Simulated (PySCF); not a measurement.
(E)-dimethyl(styryl)phosphine oxide, C10H13OP.
Atom-mapped SMILES: `[CH3:1][P:2]([CH3:3])(=[O:4])/[CH:5]=[CH:6]/[c:7]1[cH:8][cH:9][cH:10][cH:11][cH:12]1`

Probes without a nucleus sit at each ring's centroid and 1 Å off its mean plane on both sides; NICS is minus the shielding there, NICSzz its component along the normal. Level: GIAO PBE0/pcSseg-1 (PySCF, non-relativistic, gas phase) on the PBE0-D3(BJ)/def2-SVP geometry, one conformer.

Ring bond lengths (Å), with Mayer bond orders in brackets: C7–C8 1.405 (1.37), C8–C9 1.389 (1.47), C9–C10 1.397 (1.41), C10–C11 1.393 (1.43), C11–C12 1.392 (1.44), C12–C7 1.403 (1.38).

Q: What do the NICS probes read (ppm)?

A: 
```tsv
ring	type	NICS(0)	NICS(1), two faces	NICS(1)zz, two faces	rms pucker (Å)	centre to ring atoms, mean (Å)
C7–C8–C9–C10–C11–C12	6-membered carbocycle; formal bonds all aromatic	-7.8	-10.8 / -10.8	-26.6 / -26.5	0.00	1.40
```

Q: What can be read from them?

A: 
- C7–C8–C9–C10–C11–C12: mean NICS(1)zz -26.6 ppm, shielded, aromatic by this magnetic criterion (flat ring, no four-coordinate atom).

Q: How equal are the bonds by HOMA? Use HOMA with the parameters of Krygowski (1993).

A: 
- C7–C8–C9–C10–C11–C12: HOMA 0.97 = 1 − EN − GEO, with mean bond length 1.397 Å, EN = α(Ropt − mean)² = 0.019 and GEO = α × variance = 0.008. The geometric and the magnetic index point the same way.

Q: What are the shieldings of the ring atoms and their hydrogens in the same run (means over atoms taken as equivalent)?

A: 
| atoms | environment | σ isotropic (ppm) | principal values of the symmetric part, first atom (ppm) |
| --- | --- | --- | --- |
| C7 | substituted aromatic carbon | 45.3 | -50.5, 10.2, 176.2 |
| C8 (×2) | aromatic CH carbon | 50.4 | -51.4, 38.9, 176.9 |
| C9 (×2) | aromatic CH carbon | 50.2 | -60.6, 37.9, 174.7 |
| C10 | aromatic CH carbon | 48.7 | -61.5, 33.2, 174.3 |
| H on C8 (×2) | aromatic hydrogen | 23.60 | 18.7, 22.6, 28.9 |
| H on C9 (×2) | aromatic hydrogen | 23.77 | 20.2, 24.2, 27.0 |
| H on C10 | aromatic hydrogen | 23.83 | 20.6, 24.4, 26.5 |

Q: How do the values depend on the level or the medium?

A: 
```json
{"level": "PBE0/pcSseg-1, gas", "NICS(0), C7–C8–C9–C10–C11–C12": "-7.8", "mean NICS(1)zz, C7–C8–C9–C10–C11–C12": "-26.6"}
{"level": "WP04/pcSseg-1, gas", "NICS(0), C7–C8–C9–C10–C11–C12": "-8.1", "mean NICS(1)zz, C7–C8–C9–C10–C11–C12": "-25.6"}
```

The geometry is the same throughout.

Shape of the structure used: `[CH3:1][P:2]([CH3:3])(=[O:4])/[CH:5]=[CH:6]/[c:7]1[cH:8][cH:9][cH:10][cH:11][cH:12]1`: C1–P2–C5–C6 -125°, C5–C6–C7–C8 -2°.
